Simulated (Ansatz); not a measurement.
A run on `B[SiH](F)Cl` with other settings.

```yaml
crystal:
  periodic: [false, false, false]
  atoms:
    - {symbol: B, position_ang: [0.429383, 0.868892, 0.531800]}
    - {symbol: Si, position_ang: [-0.568740, -0.582913, -0.390356]}
    - {symbol: F, position_ang: [-0.757298, -0.383273, -1.707480]}
    - {symbol: Cl, position_ang: [1.068715, -2.082418, -0.166633]}
    - {symbol: H, position_ang: [0.138194, 0.895497, 1.671140]}
    - {symbol: H, position_ang: [1.237618, 1.807923, 0.247623]}
    - {symbol: H, position_ang: [-1.682009, -1.173717, -0.018947]}
basis:
  gaussian: {orbitals: cc-pVTZ-DK}
hamiltonian: {xc: {name: revPBE}}
scf: {lower_state_search: full}
```

```sh
$ ansatz run in.yaml --threads 2 --pin off --events-out ev --progress --plain --max-ram 4352MiB
```

Shortened log:

```
Functional definition: revPBE
1086 factors; their error is unknown
mean field evaluation 1: about -23892.8411 eV, gradient 4.3e1 eV
mean field evaluation 2: about -23889.9977 eV, gradient 6.5e1 eV
mean field evaluation 4: about -23896.2457 eV, gradient 2.3e0 eV
mean field evaluation 8: about -23896.2069 eV, gradient 3.1e-1 eV
mean field -23896.20705385 eV, -878.1694117981 hartree, gradient 6.3e-5 eV, S^2 0.000000; 0 other end points of the search recorded, 0 dependent functions left out
reference -23896.20710304 eV, -878.1694136058 hartree; 24, 24 occupied and 146, 146 virtual orbitals, 1086 factors
Total energy: -23896.20710304 eV, -878.1694136058 hartree
Relativity: scalar
```

It took 1.6 s on 2 threads of an Arm Neoverse V2 on a shared host, with 0.37 GiB of host memory at the peak.
